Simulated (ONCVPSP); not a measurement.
**Plane-wave convergence, ONCV potential for phosphorus**

```json
{
 "Element": "phosphorus (P)",
 "Generator": "ONCVPSP 4.0.1",
 "Type": "optimised norm-conserving Vanderbilt (ONCV)",
 "Functional": "PBE",
 "Relativity": "scalar-relativistic",
 "Frozen core": "[Ne]",
 "Valence charge": "5",
 "Reference configuration": "3s2 3p3",
 "Partial waves": "3s: rc 1.65 bohr, ncon 4, nbas 8, qcut 4.5 1/bohr, 2 projectors, debl 1.8 Ha; 3p: rc 1.80 bohr, ncon 4, nbas 9, qcut 5.4 1/bohr, 1 projector; d scattering state at 0.15 Ha: rc 1.50 bohr, ncon 4, nbas 7, qcut 6.6 1/bohr, 2 projectors, debl 2 Ha",
 "Local potential": "polynomial inside 1.35 bohr (lpopt 5, dvloc0 1 Ha)",
 "Core correction": "Teter function, fcfact 3.25, rcfact 1.2"
}
```

Question: For each optimised wave give the share of its norm inside rc, the residual kinetic energy above qcut (Ha) and the cutoffs (Ha) for errors of 10, 1, 0.1 and 0.01 mHa per electron.

Answer:

| wave | norm inside rc | residual KE | 10 mHa | 1 mHa | 0.1 mHa | 0.01 mHa |
| --- | --- | --- | --- | --- | --- | --- |
| 3s | 0.418 | 6.5e-04 | 6.5 | 9.5 | 33.1 | 61.5 |
| s projector 2 | 0.093 | 1.1e-03 | 7.0 | 10.3 | 21.0 | 56.8 |
| 3p | 0.326 | 8.6e-06 | 3.0 | 4.6 | 11.0 | 14.5 |
| d projector 1 | 0.048 | 1.0e-04 | 7.7 | 15.4 | 22.2 | 65.4 |
| d projector 2 | 0.290 | 6.3e-03 | 20.5 | 27.8 | 69.7 | 87.4 |

The occupied waves need 9.5 Ha and 33 Ha for 1 and 0.1 mHa. The cutoffs count occupied waves only; projector 2 of the d channel, the hardest unoccupied one, needs 28 Ha at the loose tolerance.
